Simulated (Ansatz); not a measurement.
In(NH3)H3 (InNH₆), relaxed as a singlet with RKS PBE-D4/def2-TZVP in Ansatz, starting from the GFN2-xTB geometry. Force threshold 0.02 eV/Å.

In the def2 sets In takes a core potential; there is no spin–orbit coupling.

Start:

```xyz
8

In    0.8354    0.9106   -0.1099
N    -0.7570   -0.8252    0.0974
H    -0.4546   -1.6568   -0.4047
H    -1.6577   -0.5380   -0.2786
H    -0.8879   -1.0758    1.0751
H    -0.0107    2.0693    0.7802
H     0.8164    1.0163   -1.7940
H     2.1162    0.0995    0.6345
```

**Question.** Estimate the energy that the relaxation releases and the steps that it takes.

**Answer.** 0.07 eV, in 4 steps; 2.2 s on 4 threads of Arm Neoverse V2 on a shared host. No frequencies were taken in this run, so the end may be a saddle point.

**Question.** Does the start keep its bonding?

**Answer.** By distances, no bond broke or formed. The bond that changes most is In1–N2, from 2.36 to 2.43 Å (atoms count from 1).

**Question.** Predict the relaxed structure.

**Answer.** 
```xyz
8

In    0.864    0.942   -0.112
N    -0.769   -0.838    0.099
H    -0.467   -1.675   -0.403
H    -1.674   -0.553   -0.281
H    -0.906   -1.093    1.079
H    -0.035    2.118    0.814
H     0.817    1.022   -1.856
H     2.170    0.077    0.660
```
Bond lengths: 1 × In–N 2.43 Å; 3 × H–In 1.75 Å; 3 × H–N 1.02 Å.
